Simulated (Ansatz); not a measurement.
Cartesian coordinates (Å):
```xyz
6

O      1.4861     0.1569    -0.5099
Sn    -0.3839     0.0607    -0.0269
F     -0.6160    -1.0006     1.5365
F     -1.4240    -0.6881    -1.4243
F     -1.1153     1.7787     0.3056
H      2.0532    -0.3076     0.1190
```
Charge 0, multiplicity 1.

These are frozen-core CCSD(T)/def2-TZVPP // B3LYP-D3(BJ)/def2-TZVP in Ansatz (a first-principles code) values and carry that method's errors.

| Property | Result |
|---|---|
| HF energy | -587.39057 Ha |
| MP2 correlation energy | -1.30978 Ha |

Q: Estimate the CCSD correlation energy, the (T) correction, the total energy and the T1 diagnostic.

A: 
The CCSD correlation energy comes out as -1.29717 Ha and the (T) correction is -0.04076 Ha. The CCSD(T) total energy is -588.72850 Ha and the T1 diagnostic is 0.015.
